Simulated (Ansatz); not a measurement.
Basis-set extrapolation for CH$_{9}$AlBNSi, SMILES `C[SiH2][B](N)[AlH2]` (PBE0-D4/def2-TZVP geometry, frozen core, Ansatz). Multiplicity 1, RHF reference.

```json
{"": "HF", "def2-TZVPP": "-653.168460", "def2-QZVPP": "-653.190156"}
{"": "MP2 correlation", "def2-TZVPP": "-0.699606", "def2-QZVPP": "-0.747157"}
{"": "CCSD(T) correlation", "def2-TZVPP": "-0.795186", "def2-QZVPP": "not run"}
```

Energies in hartree. Use E(X) = E(∞) + A·exp(−7.88·√X) for Hartree–Fock and E(X) = E(∞) + B·X^(−2.97) for correlation, with X = 3 and 4, and add CCSD(T) minus MP2 of the smaller set to the MP2 limit.

Question: What is the CCSD(T) energy at the basis-set limit?

Answer: HF limit: -653.190156 + (-0.021696) × 0.13774 = -653.19314. MP2 limit: -0.747157 + (-0.047551) × 0.74074 = -0.78238. Higher-order term: -0.795186 − (-0.699606) = -0.09558. Total: -654.07110 hartree, 282.1 kJ/mol below CCSD(T)/def2-TZVPP.
